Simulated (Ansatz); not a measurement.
Results of the Gaussian-basis code of Ansatz.

A structure relaxed at PBE0-D4/def2-TZVP, charge 0, multiplicity 1:

Cartesian coordinates in Å:
```
C 0.699 -2.320 0.362
N 0.445 -1.111 0.227
B 0.136 0.195 0.066
C 1.100 1.349 0.548
Si -1.642 0.576 -0.829
H 1.236 -2.880 -0.409
H 0.394 -2.870 1.256
H 1.377 1.988 -0.297
H 2.015 0.979 1.015
H 0.586 1.999 1.263
H -1.447 1.391 -2.064
H -2.527 1.368 0.075
H -2.372 -0.665 -1.211
```

Task: Give its formula and SMILES.

Result: C2H8BNSi, `C=NB(C)[SiH3]`.

Task: Point group (tolerance 0.08 Å, 0.16 Å for H)?

Result: Cs.

Task: Summarise the bond lengths by kind.

Result: 1 × C–N 1.243 Å; 5 × C–H 1.092 to 1.095 Å; 1 × B–N 1.352 Å; 1 × B–C 1.578 Å; 1 × B–Si 2.027 Å; 3 × H–Si 1.490 to 1.492 Å.
